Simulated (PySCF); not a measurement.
Ga(Et)(vinyl)(OMe) (C5H11GaO), SMILES C=[CH][Ga]([CH2]C)[O]C. Coordinates come from a B3LYP-D3(BJ)/def2-SVP optimisation. The values are those of a single conformer.

**Question.** Give the equilibrium geometry at B3LYP-D3(BJ)/def2-SVP (PySCF confirms it by a frequency run) as bond lengths and angles, and its point group. (An estimate is asked for; the answer gives what the named calculation found.)

**Answer.** One answer among several that fit: point group Cs.
Atoms: Ga1 C2 C3 H4 H5 H6 H7 H8 C9 C10 H11 H12 H13 O14 C15 H16 H17 H18. Bonds (Å): Ga1–C2 1.985, Ga1–C9 1.953, Ga1–O14 1.803, C2–C3 1.533, C2–H4 1.104, C2–H5 1.104, C3–H6 1.102, C3–H7 1.102, C3–H8 1.104, C9–C10 1.342, C9–H11 1.098, C10–H12 1.098, C10–H13 1.096, O14–C15 1.399, C15–H16 1.107, C15–H17 1.107, C15–H18 1.109. Bond angles (°): C2–Ga1–C9 130.6, C2–Ga1–O14 117.9, C9–Ga1–O14 111.4, Ga1–C2–C3 115.6, Ga1–C2–H4 107.0, Ga1–C2–H5 107.0, C3–C2–H4 110.7, C3–C2–H5 110.7, H4–C2–H5 105.2, C2–C3–H6 111.8, C2–C3–H7 111.8, C2–C3–H8 111.9, H6–C3–H7 107.0, H6–C3–H8 107.0, H7–C3–H8 107.0, Ga1–C9–C10 123.6, Ga1–C9–H11 118.3, C10–C9–H11 118.0, C9–C10–H12 122.3, C9–C10–H13 122.3, H12–C10–H13 115.3, Ga1–O14–C15 126.8, O14–C15–H16 110.7, O14–C15–H17 110.7, O14–C15–H18 113.8, H16–C15–H17 107.0, H16–C15–H18 107.1, H17–C15–H18 107.1.
